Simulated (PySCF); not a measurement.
Part of a log for `C=CCOBP`: ground state, then the species with a core hole.

Method: delta-SCF UKS SCAN, pcX-2 on the ionised atom, pcseg-1 elsewhere, spin-free X2C (PySCF 2.14.0). Atoms in this output count from 0. The cycles run on a coarse integration grid; for E(ground) and E(ion) the exchange–correlation energy is redone on a finer one, so they differ from the last cycle, and only they enter the binding energy.

Coordinates (Å, GFN2-xTB):
```
C      1.783071     1.259483     0.049708
C      1.655364     0.379992    -0.924611
C      0.421370    -0.438334    -1.181901
O     -0.630448    -0.101809    -0.309323
B     -1.033334    -0.818814     0.726917
P     -2.298518     0.054859     1.856746
H      2.690575     1.819356     0.193094
H      0.978989     1.454514     0.739958
H      2.459877     0.184341    -1.620600
H      0.671050    -1.505992    -1.089291
H      0.069591    -0.255164    -2.206016
H     -0.590442    -1.881529     0.993383
H     -3.255051    -0.941551     1.865656
H     -2.922771     0.790176     0.869179
```

```
ground state, core basis on atom 5 (P), 170 functions
  cycle   1  E = -561.37842999  |g| = 3.39e-01
  cycle   2  E = -561.37841279  |g| = 2.76e-02
  cycle   3  E = -561.37821949  |g| = 3.81e-02
  cycle   4  E = -561.37865730  |g| = 7.11e-03
  cycle   5  E = -561.37866636  |g| = 3.99e-03
  cycle   6  E = -561.37866946  |g| = 4.78e-04
  E(ground) = -561.38060412 Eh
hole in P 1s of atom 5
  cycle   1  E = -481.24773612  |g| = 4.72e+00
  cycle   2  E = -479.74364707  |g| = 2.47e+00
  cycle   3  E = -469.90667646  |g| = 3.29e+00
  cycle   4  E = -482.26224998  |g| = 4.81e-01
  cycle   5  E = -482.33073361  |g| = 3.33e-01
  cycle   6  E = -482.38195963  |g| = 1.25e-01
  cycle   7  E = -482.38838737  |g| = 6.66e-02
  cycle   8  E = -482.39075657  |g| = 9.53e-03
  cycle   9  E = -482.39080398  |g| = 3.86e-03
  cycle  10  E = -482.39081021  |g| = 1.66e-03
  cycle  11  E = -482.39081181  |g| = 8.97e-04
  cycle  12  E = -482.39081080  |g| = 2.31e-04
  E(ion) = -482.39265519 Eh   <S^2> = 0.7518   hole on atom = 1.000
```

Question: What is the P 1s binding energy of atom 5?

Answer: (-482.392655 − (-561.380604)) Eh × 27.2114 eV/Eh = 2149.37 eV, for the three-coordinate phosphorus.

One conformer (not necessarily the lowest) at the GFN2-xTB geometry, without solvent, vibrations or thermal averaging.

On Arm Neoverse V2, one thread, no GPU, on a shared host, this took 58 s wall.

The values belong to the conformer `[CH2:1]=[CH:2][CH2:3][O:4][BH:5][PH2:6]`: C1–C2–C3–O4 4°, C2–C3–O4–B5 -105°, C3–O4–B5–P6 171°, H–P6–B5–O4 128°, H–P6–B5–O4 32°.
Labels such as C1 count atoms from 1, the log's own numbers from 0.
